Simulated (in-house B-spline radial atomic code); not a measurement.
Ionisation energies along the 20-electron series, configuration 1s2 2s2 2p6 3s2 3p6 3d3/2(2), as differences of self-consistent energies. Dirac energy differences include first-order Breit, QED and recoil terms. NIST's values go from ground level to ground level; the uncertainty of those that are theory runs from under 0.1 % in few-electron ions to several per cent in heavy many-electron ones. Computed with a radial B-spline atomic code at the basis-set limit: Dirac-Hartree-Fock, jj configuration that fills j = l - 1/2 first, finite nuclei.

A number in brackets counts the electrons of a j subshell.

```tsv
ion	configuration after	ionisation energy (eV)	IE/(q+1)² (eV)	-ε less Coulomb ΔSCF (eV)	Breit and QED recoil part (eV)	tabulated value (eV)	computed minus tabulated (eV)
Ti2+	[Ar] 3d3/2(1)	25.7	2.8506	1.1996	0.0080489	27.49171	-1.8
V3+	[Ar] 3d3/2(1)	44.7	2.7945	1.313	0.0088456	46.709	-2.0
Cr4+	[Ar] 3d3/2(1)	?	?	?	?	?	?
Mn5+	[Ar] 3d3/2(1)	93.3	2.592	1.4689	0.0062656	95.604	-2.3
Fe6+	[Ar] 3d3/2(1)	122.6	2.5014	1.5232	0.0029376	124.9671	-2.4
Co7+	[Ar] 3d3/2(1)	155.0	2.4225	1.5674	-0.0018482	157.8	-2.8
Ni8+	[Ar] 3d3/2(1)	190.7	2.3542	1.6044	-0.0081846	193.2	-2.5
Cu9+	[Ar] 3d3/2(1)	229.5	2.2948	1.6358	-0.016189	232.2	-2.7
Zn10+	[Ar] 3d3/2(1)	271.4	2.2431	1.6629	-0.025974	274.4	-3.0
Ga11+	[Ar] 3d3/2(1)	?	?	?	?	?	?
Ge12+	[Ar] 3d3/2(1)	364.6	2.1574	1.7077	-0.051354	367	-2.4
As13+	[Ar] 3d3/2(1)	415.8	2.1217	1.7265	-0.067205	418	-2.2
Se14+	[Ar] 3d3/2(1)	470.2	2.0897	1.7435	-0.085313	473	-2.8
Br15+	[Ar] 3d3/2(1)	527.6	2.061	1.759	-0.10584	530	-2.4
Kr16+	[Ar] 3d3/2(1)	588.1	2.035	1.7731	-0.12886	591	-2.9
Rb17+	[Ar] 3d3/2(1)	?	?	?	?	?	?
Sr18+	[Ar] 3d3/2(1)	718.4	1.99	1.7982	-0.183	722	-3.6
Zr20+	[Ar] 3d3/2(1)	861.0	1.9523	1.8199	-0.24878	863	-2.0
Nb21+	[Ar] 3d3/2(1)	936.9	1.9357	1.8298	-0.28634	940	-3.1
```

**Question.** Fill in the row of Cr4+.

**Answer.** ionisation energy (eV): 67.3; IE/(q+1)² (eV): 2.693; -ε less Coulomb ΔSCF (eV): 1.4008; Breit and QED recoil part (eV): 0.0082266; tabulated value (eV): 69.46; computed minus tabulated (eV): -2.1.

**Question.** Fill in the row of Ga11+.

**Answer.** ionisation energy (eV): 316.5; IE/(q+1)² (eV): 2.1976; -ε less Coulomb ΔSCF (eV): 1.6867; Breit and QED recoil part (eV): -0.037655; tabulated value (eV): 319; computed minus tabulated (eV): -2.5.

**Question.** Fill in the row of Rb17+.

**Answer.** ionisation energy (eV): 651.7; IE/(q+1)² (eV): 2.0114; -ε less Coulomb ΔSCF (eV): 1.7861; Breit and QED recoil part (eV): -0.15455; tabulated value (eV): 654; computed minus tabulated (eV): -2.3.

**Question.** How far is this level of theory from the measured and semi-empirical values?

**Answer.** Over those 9 rows the differences run from -2.99 to -1.84 eV (mean absolute value 2.4 eV). The calculation leaves out correlation and, in open shells, the multiplet splittings that an average leaves out.
